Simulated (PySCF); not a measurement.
First SCF of a structure search on singlet SrI2, at a hand-made bent geometry. PySCF input:

```python
from pyscf import gto, scf, dft
mol = gto.M(atom='''
Sr     0.000000     0.000000     0.000000
I      2.604900     0.000000     1.824000
I     -2.604900     0.000000     1.824000''',
    basis={'Sr': 'def2-TZVP', 'I': 'def2-TZVP'},
    ecp={'Sr': 'def2-TZVP', 'I': 'def2-TZVP'},
    charge=0, spin=0)
mf = dft.RKS(mol, xc='PBE')
mf.grids.atom_grid = (50, 194)
aux = {'Sr': 'def2-universal-JKFIT', 'I': 'def2-universal-JKFIT'}
mf = mf.density_fit(auxbasis=aux)
mf.conv_tol = 1e-08
mf.diis_space = 10
mf.max_cycle = 60
mf.init_guess = 'huckel'
mf.verbose = 4
mf.kernel()
```

Excerpt of the output (cycles and frontier levels):

```
init E= -626.105739799687
  HOMO = -0.189304463913504  LUMO = -0.174064571387738  gap/eV = 0.41470
cycle= 1 E= -620.034340359536  delta_E= 6.07  |g|=  4.4  |ddm|= 4.75
  HOMO = -0.195080649636851  LUMO = -0.193222802015943  gap/eV = 0.05055
cycle= 2 E= -593.82216375154  delta_E= 26.2  |g|= 5.58  |ddm|= 14.5
  HOMO = -0.313710639553793  LUMO = -0.304389288880517  gap/eV = 0.25365
cycle= 3 E= -614.845296470212  delta_E=  -21  |g|= 6.32  |ddm|= 14.5
  HOMO = -0.329861158522673  LUMO = -0.325816318408085  gap/eV = 0.11007
cycle= 4 E= -619.589508207511  delta_E= -4.74  |g|= 5.17  |ddm|= 2.75
  HOMO = -0.3589409393359  LUMO = -0.260350150654889  gap/eV = 2.68279
cycle= 5 E= -606.320349147536  delta_E= 13.3  |g|= 6.48  |ddm|= 5.01
  HOMO = -0.292602741577523  LUMO = -0.260938437498169  gap/eV = 0.86163
cycle= 6 E= -617.056924897116  delta_E= -10.7  |g|= 5.66  |ddm|= 3.64
  HOMO = -0.29896746944526  LUMO = -0.266865910999285  gap/eV = 0.87353
... 14 lines left out ...
cycle= 14 E= -626.256544463047  delta_E= -9.84e-05  |g|= 0.00146  |ddm|= 0.0229
  HOMO = -0.204269318426534  LUMO = -0.121142075882774  gap/eV = 2.26201
cycle= 15 E= -626.256544986052  delta_E= -5.23e-07  |g|= 0.000341  |ddm|= 0.00324
  HOMO = -0.204282682386816  LUMO = -0.121171800006107  gap/eV = 2.26156
cycle= 16 E= -626.256545028896  delta_E= -4.28e-08  |g|= 6.77e-05  |ddm|= 0.000504
  HOMO = -0.204279680175605  LUMO = -0.121173679718907  gap/eV = 2.26143
cycle= 17 E= -626.256545030531  delta_E= -1.63e-09  |g|= 1.34e-05  |ddm|= 9.8e-05
  HOMO = -0.204277989394187  LUMO = -0.121173883889933  gap/eV = 2.26138
Extra cycle  E= -626.256545030516  delta_E= 1.44e-11  |g|= 1.73e-05  |ddm|= 2.77e-05
converged SCF energy = -626.256545030516
```

No lower solution of this spin was found by a stability analysis within the restricted form, which does not test spin polarisation.

The search for the lowest solution, with the stability check, took 11 s on 4 threads of a shared AMD EPYC 7R43 64-Core (Zen 3) host, with 133 basis functions; the process peaked at 0.32 GiB. Launch command: `OMP_NUM_THREADS=4 python axn.py task.json out`.
